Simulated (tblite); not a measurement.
Compound: CH₄BFNP.
Atom-mapped SMILES: `[N:1]#[C:2][BH2-:3][PH2+:4][F:5]` (hydrogens: H6, H7 on B3; H8, H9 on P4)
Bond orders are those of one Lewis drawing.

Computed with GFN2-xTB (tblite), gas phase: L-BFGS steps from a force-field or distance-geometry start until the largest atomic force falls under 0.01 eV/Å.

Step 29: E = -423.9141 eV
```
atom  x, y, z in Å  |  force x, y, z in eV/Å
N1      2.1951    0.8925   -1.4732   -0.063  -0.109   0.094
C2      1.5868    0.2796   -0.7157   -0.080  -0.061  -0.024
B3      0.7343   -0.5010    0.3287    0.178   0.000   0.049
P4     -1.0394    0.0986   -0.0145   -0.010   0.000   0.052
F5     -1.9236    0.0645    1.3297   -0.015   0.014   0.003
H6      0.7922   -1.6880    0.2247    0.002   0.155  -0.043
H7      0.9437   -0.0992    1.4348    0.043  -0.011  -0.047
H8     -1.2555    1.4331   -0.3265   -0.066  -0.002   0.029
H9     -2.0199   -0.4742   -0.8130    0.011   0.014  -0.114
```

Step 30: E = -423.9168 eV
```
atom  x, y, z in Å  |  force x, y, z in eV/Å
N1      2.1989    0.8750   -1.4885   -0.014  -0.037   0.020
C2      1.5865    0.2766   -0.7241   -0.114  -0.133   0.049
B3      0.7395   -0.4955    0.3290    0.061   0.017   0.042
P4     -1.0425    0.0989   -0.0121    0.047  -0.026   0.023
F5     -1.9370    0.0337    1.3244   -0.001   0.031   0.000
H6      0.7985   -1.6821    0.2442    0.005   0.122  -0.071
H7      0.9391   -0.0839    1.4308    0.075   0.023   0.000
H8     -1.2503    1.4417   -0.3002   -0.089  -0.034   0.041
H9     -2.0191   -0.4585   -0.8286    0.028   0.038  -0.105
```

**Question.** Estimate the geometry and energy of step 31. (The exact step hangs on the optimiser's Hessian estimate; all steps are aligned on step 30, rigid shifts and turns removed.)

**Answer.** E = -423.9192 eV, largest force 0.206 eV/Å
```
atom  x, y, z in Å  |  force x, y, z in eV/Å
N1      2.2004    0.8595   -1.4993    0.029   0.019  -0.054
C2      1.5844    0.2710   -0.7311   -0.104  -0.154   0.088
B3      0.7453   -0.4913    0.3301   -0.069   0.031   0.042
P4     -1.0439    0.0983   -0.0111    0.058  -0.032  -0.003
F5     -1.9454    0.0074    1.3194    0.008   0.036  -0.006
H6      0.8042   -1.6757    0.2612    0.011   0.056  -0.089
H7      0.9362   -0.0689    1.4265    0.102   0.055   0.052
H8     -1.2488    1.4478   -0.2764   -0.092  -0.062   0.048
H9     -2.0189   -0.4422   -0.8446    0.056   0.052  -0.080
```

The energy changes by -0.0024 eV. The first-order estimate −F·Δx gives -0.0033 eV and the mean of the old and new forces, exact on a quadratic surface, -0.0024 eV. The step makes an angle of 79° with the force vector and moves no atom by more than 0.028 Å.

What follows is the cost of the whole relaxation. Time: 0.22 s of wall time. Hardware: Arm Neoverse V2, one thread, shared host.
